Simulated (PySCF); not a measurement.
Simulation results for C$_{2}$H$_{5}$AlSi

Calculation on a computer-drawn molecule: the log of a Hartree-Fock and frozen-core CCSD(T) single point meant for a local Hartree-Fock minimum, with one planted fault or none, to be diagnosed. Offsets are logged minus clean, where the clean run is the same molecule without the fault. The reference is restricted for singlets and unrestricted otherwise, and also for a bond in bohr or an excited solution. Adding or removing an electron swaps singlet and doublet. The excited solution moves the top pair (singlet) or top alpha electron (doublet) to the lowest empty orbital. Highest occupied and lowest empty are orbital energies over both spins, largest force is the largest gradient component, triples share is (T) over the correlation energy, the T1 limit is 0.02 restricted and 0.045 unrestricted, electrons count all cores, a negative frequency is imaginary (commonest isotopes), and the dipole is about the centre of nuclear charge. Program: PySCF 2.14.0.

### C$_{2}$H$_{5}$AlSi

Logged structure:
```xyz
9
C2H5AlSi
C     -2.1751     0.3756    -1.3853
Si    -1.5463    -0.8618    -2.3582
C      0.2462    -1.1365    -2.7431
Al     1.3243    -1.9748    -1.2447
H     -3.2337     0.4329    -1.1559
H     -1.5730     1.1899    -0.9958
H     -2.4351    -1.9389    -2.8379
H      0.7274    -0.1630    -2.9239
H      0.3478    -1.7318    -3.6605
```

```
meant charge                         : 0
meant multiplicity                   : 1
meant basis                          : cc-pV(D+d)Z
logged electrons                     : 43
logged basis functions               : 99
logged SCF converged                 : yes
logged spin squared                  : 0.927
logged highest occupied              : -12.14 eV
logged lowest empty                  : -5.5448 eV
logged largest force                 : 0.063053 hartree/bohr
logged T1 diagnostic                 : 0.05533
logged D1 diagnostic                 : 0.28891
logged triples share                 : 0.034704
logged CC converged                  : yes
logged dipole magnitude              : 2.3925 debye
logged SCF stable within its kind    : yes
logged energy HF                     : -609.19708 hartree
logged energy CCSD(T)                : -609.65143 hartree
possible faults                      : no fault, one electron removed, one electron added, multiplicity raised by two, geometry at a saddle point, SCF held on an excited solution, minimal basis STO-3G, one bond length entered in bohr, all coordinates scaled
planted fault                        : one electron removed
HF energy offset from clean run      : 147.8 kcal/mol
CCSD(T) energy offset from clean run : 173.6 kcal/mol
```

Drawn bonds:
```
atom  other atom  order
   1           2      2
   2           3      1
   3           4      1
   1           5      1
   1           6      1
   2           7      1
   3           8      1
   3           9      1
```

Notes: T1 above single-reference limit.
